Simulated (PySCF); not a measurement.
One of the candidates below gave these computed data.

All candidates are C5H4Cl2O.

- Triplet: lowest triplet excitation (Tamm–Dancoff): 2.73 eV [TDA CAM-B3LYP/def2-SVPD]
- Rotational structure: rotational constants A, B, C: 1.787, 1.047, 0.660 GHz [GFN2-xTB]
- 1H NMR: chemical shifts (computed TMS as zero) by class: 8.18 (1 H), 7.17 (1 H), 7.04 (1 H), 6.07 (1 H) ppm [GIAO PBE0/pcSseg-1]
- 13C NMR: chemical shifts (computed TMS as zero) by class: 170.9 (1 C), 161.3 (1 C), 137.5 (1 C), 133.6 (1 C), 132.4 (1 C) ppm [GIAO PBE0/pcSseg-1]
- Dipole: 2.27 D [CAM-B3LYP/def2-SVPD]
- UV, strongest line: among the 8 lowest singlet transitions: S6 at 6.22 eV (199 nm, f = 0.284) [TDDFT CAM-B3LYP/def2-SVPD]

Gas-phase values; electronic properties from PySCF, density fitting. Levels stand in brackets. Isolated species at its GFN2-xTB geometry (one conformer only). GFN2-xTB frequencies show an imaginary mode (42i cm⁻¹), so this geometry is no minimum at that level. NMR values are class means; diastereotopic atoms form classes of their own.

Question: Which candidate is it?
A. `C#C[C@H](C=O)C(Cl)Cl`
B. `CC(=O)C#CC(Cl)Cl`
C. `C=C/C(Cl)=C/C(=O)Cl`
D. `C=C/C(=C\Cl)C(=O)Cl`

Answer: D. It is `C=C/C(=C\Cl)C(=O)Cl`. Numbering: `[CH2:1]=[CH:2]/[C:3](=[CH:4]\[Cl:5])[C:6](=[O:7])[Cl:8]`. Its formula, C5H4Cl2O, gives 3 degrees of unsaturation: 0 rings and 3 π bonds in the structure found. 5 carbons fall into 5 classes; from least to most shielded: acyl halide carbon [C6] (170.9 ppm), vinylic C–Cl carbon [C4] (161.3 ppm), fully substituted alkene carbon [C3] (137.5 ppm), terminal =CH2 carbon [C1] (133.6 ppm), alkene CH carbon [C2] (132.4 ppm). Hydrogen classes from least to most shielded: 1 H on a vinylic C–Cl carbon, C4 (8.18 ppm), 1 H on a terminal =CH2 carbon, C1 (7.17 ppm), 1 H on an alkene CH carbon, C2 (7.04 ppm), 1 H on a terminal =CH2 carbon, C1 (6.07 ppm). The optimised geometry has point group Cs and is an asymmetric top.

The others, at the same levels:
- `C=C/C(Cl)=C/C(=O)Cl` fails: its computed 13C shifts are 170.3 (1 C), 162.2 (1 C), 141.3 (1 C), 139.4 (1 C), 128.8 (1 C) ppm, 1H shifts are 6.83 (1 H), 6.64 (1 H), 6.39 (1 H), 6.33 (1 H) ppm and strongest line among the 8 lowest singlet transitions is S2 at 4.78 eV (259 nm, f = 0.687) (against S6 at 6.22 eV).
- `C#C[C@H](C=O)C(Cl)Cl` fails: its computed 13C shifts are 199.9 (1 C), 85.5 (1 C), 84.8 (1 C), 80.2 (1 C), 60.5 (1 C) ppm, 1H shifts are 9.68 (1 H), 6.47 (1 H), 3.62 (1 H), 2.03 (1 H) ppm and rotational constant A is 1.582 GHz (against 1.787 GHz).
- `CC(=O)C#CC(Cl)Cl` fails: its computed 13C shifts are 187.1 (1 C), 96.1 (1 C), 87.7 (1 C), 71.4 (1 C), 36.4 (1 C) ppm, 1H shifts are 6.39 (1 H), 2.48 (3 H) ppm and rotational constant A is 2.378 GHz (against 1.787 GHz).

Each candidate is one conformer, not necessarily the lowest. Dipoles, sizes and rotational constants follow the conformer. The torsions of the flexible species, by atom-mapped SMILES:
- `[CH2:1]=[CH:2]/[C:3](=[CH:4]\[Cl:5])[C:6](=[O:7])[Cl:8]`: C1–C2–C3–C4 180°, C2–C3–C6–O7 0°
- `[CH2:1]=[CH:2]/[C:3]([Cl:4])=[CH:5]/[C:6](=[O:7])[Cl:8]`: C1–C2–C3–Cl4 0°, C3–C5–C6–O7 0°
- `[CH:1]#[C:2][C@H:3]([CH:4]=[O:5])[CH:6]([Cl:7])[Cl:8]`: C2–C3–C4–O5 -150°, C2–C3–C6–Cl7 53°
